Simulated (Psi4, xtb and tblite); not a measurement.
Conformational energy of C₁₀H₈N₂, SMILES n1ccc(-c2ccncc2)cc1. Scanned: dihedral C2–C3–C4–C5; all other coordinates were relaxed at GFN2-xTB. Points at φ and −φ are mirror images.

Atom numbering (GFN2-xTB optimised geometry, Å):
```
20

C      3.0432    -0.2943    -0.0017
C      1.7318    -0.7348     0.0615
C      0.7055     0.2037    -0.0285
C     -0.7055    -0.2037     0.0285
C     -1.1398    -1.1768     0.9267
C     -2.4817    -1.5189     0.9391
N     -3.3813    -0.9765     0.1365
C     -2.9712    -0.0559    -0.7189
C     -1.6566     0.3692    -0.8138
C      1.0646     1.5424    -0.1744
C      2.4097     1.8691    -0.2184
N      3.3813     0.9765    -0.1365
H      3.8678    -0.9927     0.0590
H      1.5091    -1.7865     0.1580
H     -0.4480    -1.6400     1.6136
H     -2.8588    -2.2657     1.6256
H     -3.7378     0.3607    -1.3594
H     -1.3709     1.1148    -1.5401
H      0.3097     2.3118    -0.2314
H      2.7287     2.8978    -0.3252
```

Levels of theory: GFN2-xTB (xtb and tblite); B3LYP/def2-TZVP // GFN2-xTB (Psi4); B3LYP-D3(BJ)/def2-TZVP // GFN2-xTB (Psi4); PBE/def2-TZVP // GFN2-xTB (Psi4); PBE-D3(BJ)/def2-TZVP // GFN2-xTB (Psi4); M06-2X/def2-TZVP // GFN2-xTB (Psi4).

Energies in kJ/mol, each method relative to its own lowest point.

```tsv
φ / °	GFN2-xTB	B3LYP/def2-TZVP	B3LYP-D3(BJ)/def2-TZVP	PBE/def2-TZVP	PBE-D3(BJ)/def2-TZVP	M06-2X/def2-TZVP
-150	0.00	0.01	0.00	0.01	0.01	0.00
-120	1.41	2.98	3.42	4.07	4.29	3.28
-90	6.07	8.06	9.11	9.80	10.34	9.49
-60	1.45	3.01	3.47	4.12	4.35	3.33
-30	0.02	0.00	0.00	0.00	0.00	0.01
0	7.45	4.90	5.01	4.41	4.50	6.53
30	0.02	0.00	0.00	0.00	0.00	0.01
60	1.45	3.01	3.47	4.12	4.35	3.33
90	6.07	8.06	9.11	9.80	10.34	9.49
120	1.41	2.98	3.42	4.07	4.29	3.28
150	0.00	0.01	0.00	0.01	0.01	0.00
180	7.45	4.90	5.01	4.42	4.50	6.53
```

Root-mean-square difference from the M06-2X/def2-TZVP profile, itself a level with limits, after the best constant shift (kJ/mol): GFN2-xTB 1.48, B3LYP/def2-TZVP 0.66, B3LYP-D3(BJ)/def2-TZVP 0.59, PBE/def2-TZVP 0.98, PBE-D3(BJ)/def2-TZVP 1.06.
